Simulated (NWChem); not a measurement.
# Correlation energy of phosphorus nitride (NP)

```
N
P 1 1.4886
```
Charge 0, spin multiplicity 1.

Program: NWChem. Structure: optimised with PBE0/def2-SVP, a minimum by its harmonic frequencies.

Basis set: def2-SVP. Each correlation energy counts from its own Hartree-Fock reference.

The correlated methods keep 6 core orbitals frozen. Coupled-cluster values serve here as a point of comparison, not as the truth.

**Question.** For the correlation energy, MP2 gives -290.3 mHa and SCS-MP2 gives -281.5 mHa. What do CR-CCSD[T], CR-CCSD(T), CCSD give?

**Answer.** CR-CCSD[T]: -305.1 mHa; CR-CCSD(T): -304.1 mHa; CCSD: -291.9 mHa.
